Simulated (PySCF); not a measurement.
1,1-bromofluoroethene, C2H2BrF.
SMILES with atom numbers: `[CH2:1]=[C:2]([F:3])[Br:4]` (hydrogens: H5, H6 on C1)

Method: PBE0-D3(BJ)/def2-SVP geometry optimisation, gas phase in PySCF 2.14.0; density fitting, grid level 1; the optimiser is geomeTRIC in internal coordinates, started from a GFN2-xTB structure with every atom displaced at random (about 0.01 Å).

Step 1: E = -74843.3124 eV
```
atom  x, y, z in Å  |  force x, y, z in eV/Å
C1     -0.6797   -0.3628    0.1579    1.044  -1.114   0.142
C2      0.4682    0.2773   -0.0508   -0.805   0.634  -0.642
F3      0.8554    1.2390    0.7566    0.340   0.182   0.140
Br4     1.4212    0.2650   -1.6646    0.274  -0.254   0.092
H5     -1.1305   -0.1408    1.1084   -0.563   0.027   0.517
H6     -0.9047   -1.3052   -0.3549   -0.291   0.525  -0.250
```

Step 2: E = -74843.3734 eV
```
atom  x, y, z in Å  |  force x, y, z in eV/Å
C1     -0.6719   -0.3627    0.1786    0.804  -0.711   0.530
C2      0.4635    0.2990   -0.0428   -0.584   0.586  -0.467
F3      0.9094    1.2658    0.7341   -0.079  -0.064   0.137
Br4     1.4068    0.2460   -1.6635    0.227  -0.277   0.022
H5     -1.1984   -0.1916    1.1157   -0.094   0.098   0.113
H6     -0.8797   -1.2839   -0.3695   -0.274   0.368  -0.335
```

Step 3: E = -74843.4629 eV
```
atom  x, y, z in Å  |  force x, y, z in eV/Å
C1     -0.6487   -0.3785    0.2003    0.379  -0.564   0.237
C2      0.4494    0.3210   -0.0681   -0.436   0.328  -0.076
F3      0.8689    1.2810    0.7327    0.170   0.037  -0.075
Br4     1.4445    0.2133   -1.6619   -0.006  -0.096   0.222
H5     -1.1674   -0.2185    1.1509    0.052   0.101  -0.106
H6     -0.9170   -1.2457   -0.4014   -0.160   0.194  -0.203
```

**Question.** Estimate the geometry and energy of step 4. (The exact step hangs on the optimiser's Hessian estimate; all steps are aligned on step 3, rigid shifts and turns removed.)

**Answer.** E = -74843.4750 eV, largest force 0.566 eV/Å
```
atom  x, y, z in Å  |  force x, y, z in eV/Å
C1     -0.6216   -0.4309    0.2048   -0.048   0.322   0.464
C2      0.4059    0.3551   -0.0731    0.389  -0.122  -0.378
F3      0.8437    1.3206    0.7115   -0.193  -0.127   0.100
Br4     1.4639    0.1731   -1.6035    0.122   0.063  -0.269
H5     -1.0774   -0.2340    1.1740   -0.370  -0.165   0.047
H6     -0.9847   -1.2114   -0.4613    0.100   0.029   0.036
```

The energy changes by -0.0121 eV. The first-order estimate −F·Δx gives -0.1172 eV and the mean of the old and new forces, exact on a quadratic surface, -0.0130 eV. The step makes an angle of 51° with the force vector and moves no atom by more than 0.097 Å.

The cost below is that of the whole optimisation. On an Arm Neoverse V1 with one thread, shared host, this took 18 s and 0.36 GiB of memory at its peak.
